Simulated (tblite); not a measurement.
C₅H₁₀O₃Si.
Bonds: C1–C2 (double), C2–O3, O3–Si4, Si4–C5, C5–C6, C6–O7 (double), C6–O8, O8–C9. Hydrogens: H10, H11 on C1; H12 on C2; H13, H14 on Si4; H15, H16 on C5; H17, H18, H19 on C9.

Computed geometry: GFN2-xTB, gas phase.

Q: What internal coordinates does the optimisation give?

A: 
```tsv
bond	length (Å)	order
C1=C2	1.319	double
C2–O3	1.345	single
O3–Si4	1.626	single
Si4–C5	1.902	single
C5–C6	1.482	single
C6=O7	1.204	double
C6–O8	1.347	single
O8–C9	1.420	single
C1–H10	1.073	single
C1–H11	1.075	single
C2–H12	1.084	single
Si4–H13, Si4–H14	1.464	single
C5–H15, C5–H16	1.087	single
C9–H17, C9–H18, C9–H19	1.090	single
```

Bonds in one row agree within 0.01 Å and their mean is given. Orders are formal, as drawn. A selection of angles:
```tsv
angle	degrees
C1–C2–O3	126.2
C2–O3–Si4	131.9
O3–Si4–C5	101.2
Si4–C5–C6	105.6
C5–C6–O7	126.1
C5–C6–O8	111.0
O7–C6–O8	122.8
C6–O8–C9	116.0
```

Dihedral angles: C1–C2–O3–Si4 2° (synperiplanar); C2–O3–Si4–C5 -179° (antiperiplanar); O3–Si4–C5–C6 -173° (antiperiplanar); Si4–C5–C6–O7 97° (anticlinal); C5–C6–O8–C9 176° (antiperiplanar). The mirror-image conformer, all signs reversed, is as good.

O8 (ester single-bonded oxygen) is bent (angle 116.0°). Si4 (oxygen-bound silicon) is distorted tetrahedral (angles from 101.2° to 111.9°). The 2 C–C bonds span 1.319 Å (C1=C2, drawn double) to 1.482 Å (C5–C6, drawn single), a spread of 0.163 Å. Of the pairs four or more bonds apart, Si4···H11 is among the closest relative to their van der Waals radii: 2.93 Å, 89 % of the sum of Bondi's values. The C–O distances run from 1.204 Å (C6=O7, drawn double) to 1.420 Å (O8–C9, drawn single), a spread of 0.216 Å.

Point group: C1 (no symmetry element, even within 0.4 Å). Its GFN2-xTB frequencies are all real (lowest 23 cm⁻¹). The numbers are those of one conformer. 3 starts were optimised and ended at 0.00, 2.34 and 3.25 kcal/mol (GFN2-xTB); the lowest of these is shown.

On one thread of an Arm Neoverse N1, shared host with 64 logical CPUs at a one-minute load of 53, this took 2.2 s wall. These figures are those of the optimisation.
